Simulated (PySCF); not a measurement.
MSe for M along the alkaline earths

r²SCAN with triple-zeta basis sets in PySCF, for the lowest determinant that a PBE0 search found; no spin–orbit coupling. De refers to high-spin ground-configuration atoms. A positive dipole means M(−)Se(+).

```csv
M,basis,state (unpaired electrons),Re (Å),ωe (cm⁻¹),De (eV),μ (D)
Be,def2-TZVPP,singlet (closed shell),1.871,856,3.16,-4.98
Mg,x2c-TZVPPall,singlet (closed shell),2.249,440,2.10,-7.27
Ca,def2-TZVPP,singlet (closed shell),2.438,370,3.69,-10.34
Sr,def2-TZVPP,singlet (closed shell),2.569,280,3.63,-10.78
Ba,x2c-TZVPPall,singlet (closed shell),2.649,257,4.59,-10.58
```

The shortest bond is that of BeSe (1.871 Å), the longest that of BaSe (2.649 Å). BaSe is bound most strongly (4.59 eV) and MgSe least (2.10 eV).

The rows differ in basis set, which adds steps of its own.

Down a group the atoms grow and get heavier, so bonds lengthen and wavenumbers fall; this series shows no clear exception.

These are scalar-relativistic numbers at best; spin–orbit coupling would shift them, the dissociation energy most.
